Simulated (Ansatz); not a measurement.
Z-matrix (Å, degrees):
```
C
Cl 1 1.690
C 1 1.330 2 125.5
F 1 1.323 2 114.6 3 180.0
F 3 1.323 1 119.8 2 -180.0
Br 3 1.853 1 125.3 2 0.0
```

Charge 0, multiplicity 1.

Problem. List the PBE0/def2-TZVPP orbital energies in eV (the Gaussian-basis code of Ansatz). (Best estimate.)

Solution. Ansatz gave: Occupied: -13151.14, -2768.68, -1706.03, -1536.61, -1536.51, -1536.51, -675.50, -675.49, -282.60, -282.43, -260.49, -239.86, -198.85, -198.60, -198.60, -180.31, -179.99, -179.98, -73.80, -73.70, -73.70, -73.43, -73.43, -35.82, -35.38, -25.66, -23.69, -21.36, -17.75, -16.71, -15.57, -14.95, -14.11, -13.89, -12.54, -11.59, -10.94, -10.31, -9.75, -9.09, -7.32. Lowest empty: -0.42, -0.29, 0.66, 1.33, 3.08, 4.07, 5.12, 5.50.
